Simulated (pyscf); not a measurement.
Single points on ωB97X-D3(BJ)/def2-SVP structures (PySCF, gas phase).

### Question
How much does it cost (ΔH, 298 K, ωB97M-D3(BJ)/def2-TZVP) to split H₃C–CH(CH₃)–O–Cu at its Cu–O bond into H₃C–CH(CH₃)–O• + Cu•?

### Answer
Cu–O to H₃C–CH(CH₃)–O• + Cu•: 57.3 kcal/mol. The 7 functionals that were run give +53.2 (PBE0-D3(BJ)) to +58.5 kcal/mol (ωB97X-D3(BJ)/def2-TZVP). H₃C–CH(CH₃)–O• lies 5.1 kcal/mol over its isomer H₃C–CH₂–CH•–OH (electronic energy, ωB97M-D3(BJ)/def2-TZVP). Open-shell species with a d-block atom are single-reference here; other states, and whether the spin sits on metal or ligand, were not checked.
